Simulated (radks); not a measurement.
A nucleus of charge 31.75 with 31 electrons, configuration [Ar] 3d10 4s2 4p1. Method: scalar-relativistic Kohn-Sham, BLYP, spin-polarised, spherical densities, finite nucleus; open shells are filled with parallel spins first; Fermi nuclear charge, rms radius 3.9973 fm; computed with a radial shooting solver on a logarithmic mesh with Libxc functionals.

Normalised radial functions P(r) = r R(r), r in bohr:

r           3p up  3d down    4p up
0.002067   0.0018   0.0000   0.0004
0.003134   0.0039   0.0000   0.0009
0.00475    0.0085   0.0000   0.0019
0.0072     0.0181   0.0002   0.0041
0.01083    0.0378   0.0005   0.0086
0.01641    0.0780   0.0016   0.0178
0.02488    0.1543   0.0051   0.0352
0.03742    0.2822   0.0153   0.0644
0.05672    0.4706   0.0439   0.1072
0.08598    0.6617   0.1160   0.1499
0.1303     0.6832   0.2729   0.1521
0.196      0.3024   0.5414   0.0597
0.2971    -0.5138   0.8870  -0.1291
0.4504    -1.2360   1.1238  -0.2651
0.6773    -1.2306   1.0596  -0.1540
1.027     -0.6603   0.7327   0.1965
1.556     -0.1817   0.3612   0.5473
2.359     -0.0210   0.1149   0.6471
3.548     -0.0007   0.0203   0.4490
5.378     0.0000   0.0014   0.1668
8.153     0.0000   0.0000   0.0268

3p up: eigenvalue -117.46 eV, 1 radial node at r = 0.233 bohr, <r> = 0.655 bohr, 90 % of the charge inside 1.01 bohr. 3d down: eigenvalue -32.849 eV, 0 radial nodes, <r> = 0.751 bohr, 90 % of the charge inside 1.28 bohr. 4p up: eigenvalue -9.035 eV, 2 radial nodes at r = 0.227, 0.831 bohr, <r> = 2.69 bohr, 90 % of the charge inside 4.13 bohr.
